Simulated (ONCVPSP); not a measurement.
## Mn (Z = 25) ONCV: all-electron and pseudo phase curves

* Element: manganese (Mn)
* Generator: ONCVPSP 4.0.1
* Type: optimised norm-conserving Vanderbilt (ONCV)
* Functional: PBE
* Relativity: fully relativistic
* Frozen core: [Ne]
* Valence charge: 15
* Reference configuration: 3s2 3p6 3d5 4s2
* Partial waves: 3s+4s: rc 1.40 bohr, ncon 3, nbas 6, qcut 11.2 1/bohr, 2 projectors; 3p: rc 1.35 bohr, ncon 4, nbas 8, qcut 12.7 1/bohr, 2 projectors, debl 1.4 Ha; 3d: rc 1.60 bohr, ncon 4, nbas 8, qcut 9.1 1/bohr, 2 projectors, debl 3 Ha
* Local potential: polynomial inside 1.15 bohr (lpopt 5, dvloc0 1 Ha)
* Core correction: none

Open shells are filled in proportion to 2j + 1.

In the p channel the program set the typed energies aside and used -1.990, 0.250 Ha (j = l + 1/2; the other j can differ).

The phase is arctan(r·R′/R) of the radial function R(r), unwrapped; energies in Ha, scanned from -5 to 5 Ha. A pole is an energy at which the radial function vanishes at the test radius. The pseudo phase is shifted by a multiple of π to meet the all-electron one at the reference energy, and phase errors are pseudo minus all-electron; the curves can meet again beyond the range given. Levels narrower than the energy grid can be missing from the lists of poles.

```
channel  radius (bohr)  reference energy (Ha)  poles, all-electron  poles, pseudo  unbroken range about the reference energy with phases within 0.05 rad  phase error 1 Ha above the reference energy (rad)
      s           1.42                  -0.19                -2.58          -2.58                                                        the whole range                                             +0.001
   p3/2           1.37                  -1.99                -1.12          -1.12                                                        the whole range                                             -0.000
   p1/2           1.37                  -2.04                -1.20          -1.20                                                        the whole range                                             -0.000
   d5/2           1.63                  -0.25                 0.29           0.30                                                        the whole range                                             +0.001
   d3/2           1.63                  -0.25                 0.29           0.29                                                        the whole range                                             +0.001
```

Note: ghosts flagged at negative energy: s at -1144.5 eV; no localised positive-energy state flagged. A true bound ghost makes a file unfit for plane-wave use.

Phases in the p3/2 channel:

```json
{"E (Ha)": "-4.96", "all-electron": "1.151", "pseudo": "1.151"}
{"E (Ha)": "-4.72", "all-electron": "1.121", "pseudo": "1.121"}
{"E (Ha)": "-4.48", "all-electron": "1.084", "pseudo": "1.084"}
{"E (Ha)": "-4.24", "all-electron": "1.037", "pseudo": "1.037"}
{"E (Ha)": "-4.00", "all-electron": "0.974", "pseudo": "0.974"}
{"E (Ha)": "-3.76", "all-electron": "0.888", "pseudo": "0.888"}
{"E (Ha)": "-3.52", "all-electron": "0.764", "pseudo": "0.764"}
{"E (Ha)": "-3.28", "all-electron": "0.573", "pseudo": "0.573"}
{"E (Ha)": "-3.04", "all-electron": "0.271", "pseudo": "0.271"}
{"E (Ha)": "-2.80", "all-electron": "-0.166", "pseudo": "-0.166"}
{"E (Ha)": "-2.56", "all-electron": "-0.630", "pseudo": "-0.630"}
{"E (Ha)": "-2.32", "all-electron": "-0.976", "pseudo": "-0.976"}
{"E (Ha)": "-2.08", "all-electron": "-1.197", "pseudo": "-1.197"}
{"E (Ha)": "-1.84", "all-electron": "-1.340", "pseudo": "-1.340"}
{"E (Ha)": "-1.60", "all-electron": "-1.440", "pseudo": "-1.440"}
{"E (Ha)": "-1.36", "all-electron": "-1.514", "pseudo": "-1.514"}
{"E (Ha)": "-1.12", "all-electron": "-1.571", "pseudo": "-1.571"}
{"E (Ha)": "-0.88", "all-electron": "-1.620", "pseudo": "-1.620"}
{"E (Ha)": "-0.64", "all-electron": "-1.661", "pseudo": "-1.661"}
{"E (Ha)": "-0.40", "all-electron": "-1.700", "pseudo": "-1.700"}
{"E (Ha)": "-0.16", "all-electron": "-1.736", "pseudo": "-1.736"}
{"E (Ha)": "0.08", "all-electron": "-1.771", "pseudo": "-1.771"}
{"E (Ha)": "0.32", "all-electron": "-1.807", "pseudo": "-1.807"}
{"E (Ha)": "0.56", "all-electron": "-1.845", "pseudo": "-1.845"}
{"E (Ha)": "0.80", "all-electron": "-1.885", "pseudo": "-1.885"}
{"E (Ha)": "1.04", "all-electron": "-1.931", "pseudo": "-1.931"}
{"E (Ha)": "1.28", "all-electron": "-1.983", "pseudo": "-1.983"}
{"E (Ha)": "1.52", "all-electron": "-2.045", "pseudo": "-2.045"}
{"E (Ha)": "1.76", "all-electron": "-2.119", "pseudo": "-2.119"}
{"E (Ha)": "2.00", "all-electron": "-2.212", "pseudo": "-2.212"}
{"E (Ha)": "2.24", "all-electron": "-2.331", "pseudo": "-2.331"}
{"E (Ha)": "2.48", "all-electron": "-2.485", "pseudo": "-2.485"}
{"E (Ha)": "2.72", "all-electron": "-2.683", "pseudo": "-2.683"}
{"E (Ha)": "2.96", "all-electron": "-2.927", "pseudo": "-2.928"}
{"E (Ha)": "3.20", "all-electron": "-3.202", "pseudo": "-3.203"}
{"E (Ha)": "3.44", "all-electron": "-3.472", "pseudo": "-3.473"}
{"E (Ha)": "3.68", "all-electron": "-3.705", "pseudo": "-3.706"}
{"E (Ha)": "3.92", "all-electron": "-3.889", "pseudo": "-3.891"}
{"E (Ha)": "4.16", "all-electron": "-4.031", "pseudo": "-4.033"}
{"E (Ha)": "4.40", "all-electron": "-4.140", "pseudo": "-4.141"}
{"E (Ha)": "4.64", "all-electron": "-4.225", "pseudo": "-4.226"}
{"E (Ha)": "4.88", "all-electron": "-4.292", "pseudo": "-4.293"}
```
